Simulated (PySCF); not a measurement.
C2H4F, SMILES F[CH]C (connectivity only; charge and spin as stated), charge +1, multiplicity 1.

Geometry optimised at PBE0-D3(BJ)/def2-TZVP. The spin state was assumed, not searched. The isomer is the one that the SMILES or the coordinates give; other isomers of the formula were not compared.

Two levels are set side by side: PBE/def2-TZVPD (PySCF) and M06-2X/def2-TZVPD (PySCF). Same geometry, gas phase. Differences are taken from unrounded values.

| quantity | M06-2X | PBE | PBE minus M06-2X |
|---|---|---|---|
| orbital gap (eV) | 11.03 | 5.32 | -5.71 |
| highest occupied level (eV) | -19.88 | -16.48 | 3.40 |
| lowest empty level (eV) | -8.85 | -11.16 | -2.31 |
| mean polarisability (bohr³) | 22.6 | 23.6 | 1.0 |

PBE's occupied levels lie high since its potential decays too fast outside the molecule; exact exchange lowers them and widens the gap. Loosely held outer electrons make PBE densities more polarisable. Differences between two approximate levels are no errors against the true value.

Rough cost on one machine, each run with all the roots and properties that it gave: M06-2X against PBE about 4 times.
